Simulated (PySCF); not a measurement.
Boric acid, H3BO3, SMILES OB(O)O (PBE0/def2-SVP optimised geometry):

```
7

O     -1.147    -1.208     0.000
B     -0.503    -0.012     0.000
O      0.871    -0.012     0.000
O     -1.284     1.108     0.000
H     -0.520    -1.937     0.002
H      1.284     0.854    -0.001
H     -0.802     1.937     0.000
```

Computed with PBE0/def2-TZVP (PySCF).

**Question.** What are the frontier orbital energies and the dipole moment?

**Answer.** HOMO-2 -9.98 eV, HOMO-1 -9.47 eV, HOMO -9.19 eV, LUMO 0.11 eV, LUMO+1 1.76 eV; dipole moment 3.04 D.

On the same geometry PySCF 2.14.0 with PBE/def2-TZVP gives HOMO-2 -8.15 eV, HOMO-1 -7.68 eV, HOMO -7.43 eV, LUMO -0.74 eV, LUMO+1 0.87 eV; dipole moment 2.94 D.

Meta-Löwdin charges at PBE0/def2-TZVP: O1 -0.54, B2 0.58, O3 -0.56, O4 -0.54, H5 0.36, H6 0.35, H7 0.35.
